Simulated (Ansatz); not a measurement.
Cost and result up the ladder for the cluster Pt2H2 (4 atoms). The state is a singlet with charge 0. Geometry: PBE0-D4/def2-TZVP.

| atom | x (Å) | y (Å) | z (Å) |
| --- | --- | --- | --- |
| Pt1 | 0.1058 | -1.0658 | -0.7146 |
| Pt2 | -0.0646 | 0.4226 | 1.2145 |
| H3 | -1.3724 | 0.9974 | 0.7310 |
| H4 | 1.3312 | -0.3542 | -1.2309 |

Ansatz on 4 threads of Arm Neoverse V2 on a shared host. Times are rough, and most runs start from the orbitals of an earlier one. CAM-B3LYP-D4/def2-TZVP serves as the yardstick here, not as an exact answer. Differences are given only for rows in sets of like size (and for xTB, whose basis is part of the method), since another set adds its own error. Binding counts from free atoms at the same level (Pt triplet, H doublet; other spins of the atoms weren't run), without zero-point energy or a counterpoise term.

In the def2 sets Pt takes a core potential; there is no spin–orbit coupling. The structure comes from a short search, and lower isomers may exist.

Run but left out: BHLYP-D4/def2-TZVP (restricted singlet, unstable in another Hartree–Fock run and untested here); MP2/def2-TZVP, CCSD(T)/def2-TZVPD, CCSD(T)/def2-TZVPP (restricted singlet, unstable towards broken spin symmetry).

```csv
level,functions,wall time,binding energy per atom (eV),difference from CAM-B3LYP-D4/def2-TZVP (eV)
LDA (SPW92)/def2-TZVP,92,0.45 s,2.96,0.73
PBE-D4/def2-SVP,74,0.55 s,2.47,–
PBE-D4/def2-TZVP,92,0.65 s,2.51,0.27
PBE0-D4/def2-SVP,74,0.7 s,2.25,–
BLYP-D4/def2-TZVP,92,0.8 s,2.42,0.19
CAM-B3LYP-D4/def2-TZVP,92,0.9 s,2.23,0.00
PBE0-D4/def2-TZVP,92,0.95 s,2.29,0.06
PBE0-D4/def2-TZVPD,104,1 s,2.29,0.06
PBE-D4/def2-TZVPD,104,1 s,2.51,0.28
r2SCAN-D4/def2-TZVP,92,1.4 s,2.49,0.26
r2SCAN-D4/def2-TZVPD,104,1.6 s,2.49,0.26
B97M-V/def2-TZVP,92,3 s,2.33,0.10
```
